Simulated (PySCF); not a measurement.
## Ionisation energy of Ar³⁺ by level of theory

Ar³⁺ [Ne] 3s2 3p3 (4S) → Ar⁴⁺ [Ne] 3s2 3p2 (3P), as a difference of total energies. Computed with PySCF 2.14 in an even-tempered Gaussian basis (20 s from 0.09 bohr⁻², ratio 2.5; 13 p from 0.12 bohr⁻², ratio 2.5; 5 d from 1.2 bohr⁻², ratio 2.7; 5 f from 1.8 bohr⁻², ratio 2.7), with scalar relativity by spin-free X2C-1e. Correlated levels: outer shells: 1s2 frozen; virtual orbitals above 40 to 60 times the deepest correlated orbital energy dropped. The calculations carry no spin-orbit coupling.

Problem. Order these methods by the ionisation energy they give, lowest first.
A. UHF
B. PBEsol
C. BP86
D. MP2 (outer shells)

Solution. A (58.512 eV), D (59.056 eV), B (59.111 eV), C (59.160 eV).

A first-order spin-orbit estimate (lowest level to lowest level, LS coupling) adds -0.154 eV.

For comparison: 59.58 ± 0.18 eV (semi-empirical (NIST evaluation); NIST Atomic Spectra Database, ionization energies).
